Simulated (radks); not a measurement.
Problem. These are the eigenvalues of the occupied orbitals of an atom or ion with whole-number occupations (eV). Method: Dirac Kohn-Sham, relativistic LDA (MacDonald-Vosko exchange, VWN5 correlation), spin-unpolarised, spherical densities, finite nucleus; Fermi nuclear charge, rms radius of each element as measured or else 0.836 A^(1/3) + 0.57 fm; computed with a radial shooting solver on a logarithmic mesh with Libxc functionals.

1s1/2: -83097.35
2s1/2: -15304.20
2p1/2: -14728.25
2p3/2: -12806.51
3s1/2: -4154.839
3p1/2: -3892.766
3p3/2: -3465.382
3d3/2: -3027.797
3d5/2: -2935.575
4s1/2: -1416.926
4p1/2: -1303.305
4p3/2: -1193.817
4d3/2: -1006.394
4d5/2: -985.0008
4f5/2: -742.8238
4f7/2: -737.5909

Which element is it, and in what charge state? The configuration may be excited. Open shells, if any, fill j = l - 1/2 first.

Solution. Z = 80, mercury, charge +24: Hg24+ in [Kr] 4d10 4f10. The list shows which subshells hold electrons but not how many an open one holds; the 1s level, -3053.8 hartree, gives Z - s = 78.2 by -(Z - s)^2/2, which with screening and relativity narrows Z to a few neighbours, and the depths of the outer levels then fix element, charge and occupations together.
